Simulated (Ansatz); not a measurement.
Input file for Ansatz (a first-principles code): FCI/def2-SVP on KH, a point of a bond scan (R = 2.492 Å).

Ansatz 0.2 input:
```yaml
crystal:
  periodic: [false, false, false]
  atoms:
    - {symbol: K, position_ang: [-0.00000000, -0.00000000, -0.11326949]}
    - {symbol: H, position_ang: [0.00000000, 0.00000000, 2.37865929]}
basis:
  gaussian:
    orbitals: def2-SVP
magnetization: {spin_polarized: false}
correlation: {method: fci, electrons: outside_noble_gas}
```

Task: Give the final energy of this run.

Result: -599.6311 hartree.
